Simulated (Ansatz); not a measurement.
One change: `CSC(O)=S` becomes `O[C](=S)[InH][F]`.

Ansatz, PBE0-D4/def2-TZVP geometries, multiplicity 1. Each molecule was computed in one conformer, which needn't be the lowest.

Elements past krypton have def2 core potentials.

```json
{"property": "HOMO energy (ωB97M-V/def2-TZVPP) / eV", "`CSC(O)=S`": "-8.83"}
{"property": "LUMO energy (ωB97M-V/def2-TZVPP) / eV", "`CSC(O)=S`": "0.77"}
{"property": "HOMO energy (PBE/def2-TZVPP) / eV", "`CSC(O)=S`": "-5.49"}
{"property": "LUMO energy (B3LYP/def2-TZVPP) / eV", "`CSC(O)=S`": "-1.55"}
{"property": "LUMO energy (PBE/def2-TZVPP) / eV", "`CSC(O)=S`": "-2.19"}
{"property": "size of the dipole moment (PBE/def2-TZVPP) / D", "`CSC(O)=S`": "3.18"}
```

Task: What does the change do to each property? (Estimate.)

Result: The calculation gave: 
| property | `O[C](=S)[InH][F]` | shift |
| --- | --- | --- |
| HOMO energy (ωB97M-V/def2-TZVPP) / eV | -8.58 | 0.25 |
| LUMO energy (ωB97M-V/def2-TZVPP) / eV | -0.96 | -1.73 |
| HOMO energy (PBE/def2-TZVPP) / eV | -5.43 | 0.06 |
| LUMO energy (B3LYP/def2-TZVPP) / eV | -2.93 | -1.38 |
| LUMO energy (PBE/def2-TZVPP) / eV | -3.40 | -1.21 |
| size of the dipole moment (PBE/def2-TZVPP) / D | 3.04 | -0.14 |

With PBE0 the HOMO rises by 0.17 eV and the LUMO falls by 1.32 eV, so the gap narrows by about 1.49 eV. PBE moves the HOMO by 0.06 eV and ωB97M-V by 0.25 eV. Dipoles are sizes alone; their direction can turn.

B3LYP here is the variant with VWN-RPA as its local correlation; programs differ in this.
